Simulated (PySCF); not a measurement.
`InChI=1S/C2H6BClSi/c3-5-1-2(5)4/h2,5H,1,3H2/t2-,5-/m1/s1`

Geometry:
| atom | x (Å) | y (Å) | z (Å) |
| --- | --- | --- | --- |
| B1 | 1.856 | -0.802 | 0.633 |
| Si2 | 0.667 | 0.570 | 0.059 |
| C3 | -1.210 | 0.421 | 0.448 |
| C4 | -0.907 | 0.120 | -0.980 |
| Cl5 | -1.178 | -1.530 | -1.529 |
| H6 | 2.984 | -0.566 | 0.840 |
| H7 | 1.492 | -1.901 | 0.801 |
| H8 | 0.909 | 1.986 | -0.249 |
| H9 | -1.535 | -0.415 | 1.048 |
| H10 | -1.797 | 1.310 | 0.629 |
| H11 | -1.275 | 0.812 | -1.725 |

Computed with TDDFT LC-wPBE/def2-SVPD circular dichroism and optical rotation, one conformer, gas phase (PySCF). Geometry: GFN2-xTB.

(1) Assign R or S to each stereocentre.

(2) List the lowest 16 singlet excitations with oscillator and rotatory strengths.

Answers

(1) Si2 R, C4 S.

(2) Rotatory strengths R in 10⁻⁴⁰ esu² cm², velocity form and length form (origin at the centre of mass); f in length form.
| state | E (eV) | λ (nm) | f | R (velocity) | R (length) | main |
| --- | --- | --- | --- | --- | --- | --- |
| 1 | 4.19 | 296 | 0.190 | +37.3 | +34.4 | HOMO→LUMO 0.97 |
| 2 | 4.73 | 262 | 0.009 | -21.1 | -20.4 | HOMO−3→LUMO 0.49, HOMO−1→LUMO 0.30 |
| 3 | 5.40 | 229 | 0.006 | +31.1 | +30.5 | HOMO−1→LUMO 0.38, HOMO−3→LUMO 0.24 |
| 4 | 5.92 | 209 | 0.011 | -56.9 | -56.6 | HOMO−6→LUMO 0.31, HOMO−4→LUMO 0.28 |
| 5 | 6.40 | 194 | 0.028 | +14.4 | +13.1 | HOMO→LUMO+3 0.44, HOMO→LUMO+1 0.18 |
| 6 | 6.76 | 183 | 0.007 | -7.4 | -7.1 | HOMO→LUMO+2 0.66, HOMO→LUMO+5 0.10 |
| 7 | 6.84 | 181 | 0.013 | -19.1 | -19.8 | HOMO−2→LUMO 0.75, HOMO−3→LUMO 0.15 |
| 8 | 7.40 | 168 | 0.044 | +41.3 | +40.3 | HOMO−1→LUMO+3 0.30, HOMO→LUMO+1 0.18 |
| 9 | 7.43 | 167 | 0.082 | +12.4 | +11.9 | HOMO→LUMO+3 0.31, HOMO→LUMO+4 0.18 |
| 10 | 7.62 | 163 | 0.052 | -21.8 | -21.1 | HOMO→LUMO+1 0.20, HOMO→LUMO+5 0.18 |
| 11 | 7.97 | 156 | 0.005 | -4.5 | -1.3 | HOMO−4→LUMO 0.27, HOMO−6→LUMO 0.27 |
| 12 | 8.00 | 155 | 0.014 | -21.8 | -19.9 | HOMO→LUMO+4 0.22, HOMO→LUMO+5 0.16 |
| 13 | 8.15 | 152 | 0.013 | +8.6 | +8.5 | HOMO−1→LUMO+2 0.23, HOMO→LUMO+7 0.21 |
| 14 | 8.30 | 149 | 0.004 | +0.7 | -1.7 | HOMO−1→LUMO+2 0.21, HOMO−2→LUMO+3 0.21 |
| 15 | 8.43 | 147 | 0.011 | +12.8 | +13.0 | HOMO−5→LUMO 0.71 |
| 16 | 8.52 | 145 | 0.003 | -13.6 | -12.8 | HOMO→LUMO+8 0.20, HOMO→LUMO+6 0.16 |

For state 14 the two forms differ in sign, so the sign of R isn't settled.

Among the states computed, the strongest CD band (largest |R|) is state 4. The largest dissymmetry factor in size, g = 4R/(D+G), with D and G the electric and magnetic dipole strengths, is -0.061 for state 16 (velocity form, f = 0.003), among bands with |R| over 0.5. The mirror image has the same energies and oscillator strengths and all R with the opposite sign.
